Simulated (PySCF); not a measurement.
C2H6OZn, SMILES C[O][Zn][CH3]. Atoms are numbered in the order given.

```xyz
10

Zn    -0.2185     0.1397     0.3039
C     -1.5246     1.1409     1.3228
H     -2.1175     0.4670     1.9611
H     -2.2165     1.6761     0.6536
H     -1.0299     1.8824     1.9696
O      1.0306    -0.8573    -0.4889
C      1.3846    -0.9026    -1.8345
H      1.7574     0.0675    -2.2310
H      2.2030    -1.6344    -1.9843
H      0.5552    -1.2212    -2.5038
```

Geometry optimised at B3LYP-D3(BJ)/def2-SVP. The structure was generated by enumeration; whether it is a known compound was not checked. The values are those of a single conformer.

Two levels are set side by side: PBE/pcSseg-1 (PySCF) and B3LYP/pcSseg-1 (PySCF). GIAO shifts against H2O (¹⁷O), TMS (¹H), TMS (¹³C) at the same level; non-relativistic, no solvent, atoms listed together averaged. Differences are taken from unrounded values.

```json
[
 {"quantity": "δ(¹³C) of C2 (ppm)", "B3LYP": "-17.0"},
 {"quantity": "δ(¹H) of H3, H4, H5 (ppm)", "B3LYP": "0.07"},
 {"quantity": "δ(¹⁷O) of O6 (ppm)", "B3LYP": "27.2"},
 {"quantity": "δ(¹³C) of C7 (ppm)", "B3LYP": "61.1"}
]
```

### Question
What does PBE give, and how far is it from B3LYP? (The exact figures need the calculation; the answer reports its results.)

### Answer

```tsv
quantity	PBE	PBE minus B3LYP
δ(¹³C) of C2 (ppm)	-15.2	1.8
δ(¹H) of H3, H4, H5 (ppm)	0.10	0.04
δ(¹⁷O) of O6 (ppm)	43.7	16.5
δ(¹³C) of C7 (ppm)	62.3	1.2
```

Rough cost on one machine, each run with all the roots and properties that it gave: B3LYP against PBE within a factor of 2.
